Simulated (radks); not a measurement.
Task: All-electron atom: Ru in [Kr] 4d7 5s1 (the NIST ground configuration). Calculated with a radial shooting solver on a logarithmic mesh with Libxc functionals: Dirac Kohn-Sham, PBE, spin-unpolarised, spherical densities, finite nucleus; open shells are shared between the two j in proportion to 2j + 1; Fermi nuclear charge, rms radius 4.4809 fm.

Spin-orbit splittings of the eigenvalues, e(l+1/2) - e(l-1/2), with zeta = 2 splitting/(2l+1) and mean radii in bohr:

| shell | occ. | splitting (eV) | zeta (eV) | <r> j=l-1/2 | <r> j=l+1/2 |
|---|---|---|---|---|---|
| 2p | 6 | 130.9 | 87.28 | 0.1236 | 0.1284 |
| 3p | 6 | 22.21 | 14.81 | 0.3956 | 0.4063 |
| 3d | 10 | 4.328 | 1.731 | 0.3821 | 0.3856 |
| 4p | 6 | 3.379 | 2.252 | 1.108 | 1.139 |
| 4d | 7 | ? | ? | 1.685 | 1.714 |

Estimate the 4d splitting.

Result: 0.3217 eV (zeta = 0.1287 eV).
